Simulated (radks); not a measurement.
Task: Spherical quantum dot in the effective-mass picture: electrons in a parabolic well V = omega^2 r^2 / 2 with omega = 0.109, with a point charge +2 (a donor) at the centre, all in effective atomic units (hartree* = m*/eps^2 hartree, bohr* = eps/m* bohr), one dielectric constant everywhere. Calculated with a radial shooting solver with Libxc functionals: non-relativistic Kohn-Sham, exchange-only LDA, spin-polarised, spherical densities. Levels are named by radial order and angular momentum (1s, 1p, 1d, 2s, ...), and open shells are averaged over m. At N = 16 the configuration is 1s2 1p6 1d(up 5, down 1) 2s2. Does electron 17 go into 1d down or 1f up or 1f down?

Result: Into 1d down. The total energies of the other choices lie higher by 0.0172 hartree* (1f up), 0.0433 hartree* (1f down).
